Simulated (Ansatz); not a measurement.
The same path of a periodic cell of 63 atoms, Si62B (host Si, host structure diamond, dopant B, one Si atom removed), cell charge -1 was run twice with different band settings. Lost on the way: Si9–B10, B10–Si16, B10–Si32. Made: B10–Si11, B10–Si47, B10–Si59.

Theory: DFT PBE, scalar-relativistic, plane waves, PAW (Ansatz 0.2.0). Settings: PAW set soft_1, cutoff 420 eV, k mesh 1x1x1, gaussian smearing 0.02 eV, no spin polarisation.

Relaxed end points:

```xyz
63
Lattice="10.8600 0.0000 0.0000 0.0000 10.8600 0.0000 0.0000 0.0000 10.8600" Properties=species:S:1:pos:R:3
Si 5.440 0.008 -0.004
Si 6.757 1.404 1.359
Si 8.123 2.787 0.017
Si 9.560 4.046 1.380
Si 8.111 0.006 2.714
Si 9.492 1.343 4.082
Si -0.069 0.037 -0.001
Si 1.370 1.338 1.364
Si 2.826 2.800 0.170
B 3.754 3.717 1.708
Si 6.760 6.552 1.093
Si 8.166 8.096 -0.013
Si 9.485 9.485 1.387
Si 2.730 -0.026 2.713
Si 4.054 1.393 4.033
Si 5.306 2.826 2.599
Si 6.757 4.067 4.019
Si 8.122 5.410 2.637
Si 9.459 6.802 4.008
Si 5.378 0.013 5.413
Si 6.766 1.392 6.823
Si 8.110 2.711 5.418
Si 9.485 4.037 6.800
Si 8.146 0.017 8.135
Si 9.458 1.417 9.482
Si 0.027 5.430 -0.004
Si 1.430 6.716 1.379
Si 2.685 8.186 0.045
Si 4.116 9.474 1.368
Si 0.037 2.678 2.746
Si 1.369 4.061 4.088
Si 2.826 5.255 2.625
Si 4.088 6.727 3.989
Si 5.474 7.999 2.580
Si 6.766 9.463 4.034
Si 0.008 -0.013 5.437
Si 1.384 1.350 6.808
Si 2.730 2.713 5.451
Si 4.116 4.057 6.811
Si 5.441 5.429 5.417
Si 6.840 6.760 6.771
Si 8.147 8.150 5.407
Si 9.505 9.488 6.797
Si 2.749 0.029 8.189
Si 4.088 1.436 9.558
Si 5.473 2.845 8.287
Si 6.762 4.331 9.733
Si 8.167 5.439 8.188
Si 9.569 6.814 9.471
Si 0.044 8.116 2.697
Si 1.384 9.477 4.075
Si -0.069 5.427 5.389
Si 1.353 6.762 6.739
Si 2.749 8.096 5.395
Si 4.056 9.466 6.818
Si 0.045 2.728 8.169
Si 1.430 4.046 9.569
Si 2.686 5.379 8.099
Si 3.592 7.321 8.963
Si 5.545 8.175 8.110
Si 6.840 9.513 9.526
Si 0.069 8.163 8.121
Si 1.352 9.547 9.522
```

```xyz
63
Lattice="10.8600 0.0000 0.0000 0.0000 10.8600 0.0000 0.0000 0.0000 10.8600" Properties=species:S:1:pos:R:3
Si 5.418 -0.001 0.012
Si 6.745 1.396 1.352
Si 8.097 2.767 -0.003
Si 9.497 4.067 1.363
Si 8.124 0.018 2.709
Si 9.496 1.354 4.076
Si -0.016 -0.016 0.012
Si 1.359 1.359 1.358
Si 2.755 2.755 0.090
B 5.717 5.717 -0.287
Si 6.669 6.669 1.217
Si 8.124 8.124 -0.009
Si 9.480 9.480 1.370
Si 2.711 -0.002 2.719
Si 4.072 1.359 4.071
Si 5.340 2.755 2.675
Si 6.745 4.078 4.034
Si 8.097 5.433 2.663
Si 9.492 6.767 4.050
Si 5.418 -0.016 5.446
Si 6.767 1.380 6.798
Si 8.124 2.721 5.412
Si 9.480 4.060 6.810
Si 8.146 0.020 8.144
Si 9.492 1.380 9.523
Si -0.001 5.418 0.012
Si 1.396 6.745 1.352
Si 2.767 8.097 -0.003
Si 4.067 9.497 1.363
Si -0.002 2.711 2.719
Si 1.359 4.072 4.071
Si 2.755 5.340 2.675
Si 4.078 6.745 4.034
Si 5.433 8.097 2.663
Si 6.767 9.492 4.050
Si -0.010 -0.010 5.440
Si 1.354 1.354 6.794
Si 2.711 2.711 5.432
Si 4.067 4.067 6.793
Si 5.418 5.418 5.431
Si 6.788 6.788 6.777
Si 8.146 8.146 5.410
Si 9.496 9.496 6.794
Si 2.721 0.018 8.166
Si 4.078 1.396 9.545
Si 5.433 2.767 8.193
Si 6.669 4.213 9.621
Si 8.124 5.439 8.166
Si 9.513 6.788 9.502
Si 0.018 8.124 2.709
Si 1.354 9.496 4.076
Si -0.016 5.418 5.446
Si 1.380 6.767 6.798
Si 2.721 8.124 5.412
Si 4.060 9.480 6.810
Si 0.018 2.721 8.166
Si 1.396 4.078 9.545
Si 2.767 5.433 8.193
Si 4.213 6.669 9.621
Si 5.439 8.124 8.166
Si 6.788 9.513 9.502
Si 0.020 8.146 8.144
Si 1.380 9.492 9.523
```

Common settings: climbing image yes; spring 5.0 eV/Å²; optimiser quadratic models (default).

| run | movable images | start path | force threshold | iteration limit | end points |
| --- | --- | --- | --- | --- | --- |
| 1 | 5 | IDPP | 0.03 eV/Å | 80 | relaxed |
| 2 | 3 | default | 0.05 eV/Å | 50 | as typed, not relaxed |

Q: What does each run give, and how far can it be trusted?

A: Run 1: converged after 24 iterations, highest image 2.188 eV above the first end. By the program's own check the climbing image is a first-order saddle point (lowest curvatures found: -1.60 and 0.66 eV/Å²).
Run 2: not converged after 50 iterations, highest image 0.000 eV above the first end. The band didn't meet its force threshold, so its energies are provisional: the largest band force was still 8.15 eV/Å, and over the last iterations the top stayed at 0.00 eV. Neighbouring images lie up to 5.0 Å apart, so the band is torn or far too coarse. The end points aren't both relaxed to the band's threshold either. Inner images lie below an end point, which means an intermediate or an end that isn't the lowest structure nearby.
Limits of this set-up: coarse k mesh, no spin, though dangling bonds at a vacancy may carry it, a typed lattice constant that wasn't relaxed here, charged cell in a uniform background, uncorrected.
